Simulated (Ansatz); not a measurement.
## BOSiSn: where a starting geometry ends

The starting geometry of this gas-phase doublet was optimised with GFN2-xTB.

```yaml
atoms:
  - { symbol: B, position_ang: [-2.5038, 0.5148, 1.1735] }
  - { symbol: O, position_ang: [-2.0781, -0.3169, 0.4267] }
  - { symbol: Si, position_ang: [-3.1500, 1.8545, 2.3804] }
  - { symbol: Sn, position_ang: [-3.8987, 3.5093, 3.8763] }
```

Problem. Where would you expect an optimisation with PBE0-D3(BJ)/def2-SVP to take it?

Solution. A new bond forms, giving a structure given below by its coordinates. Distances that change by over a tenth: Si3–Sn4 (2.35 → 2.64 Å). Contacts that close: B1–Sn4 (4.27 → 2.42 Å).

The energy falls by 0.47 eV over 28 steps:

```tsv
step	E − E(last) (eV)
1	0.470
4	0.441
7	0.441
10	0.435
13	0.382
16	0.211
19	0.074
22	0.044
25	0.000
28	0.000
```

Final geometry (Å):

```tsv
atom	x (Å)	y (Å)	z (Å)
B	-2.8805	0.7991	1.4048
O	-1.6411	0.7158	1.4538
Si	-4.6453	1.5450	1.9315
Sn	-2.4635	2.5019	3.0669
```

No frequencies were run, so the end isn't proven a minimum. Open shells are spin-unrestricted. Atoms past krypton carry core potentials, without spin–orbit terms. Run with Ansatz 0.2.0, 4.1 min on 1 thread of Intel(R) Xeon(R) 6975P-C (Granite Rapids) (shared host).
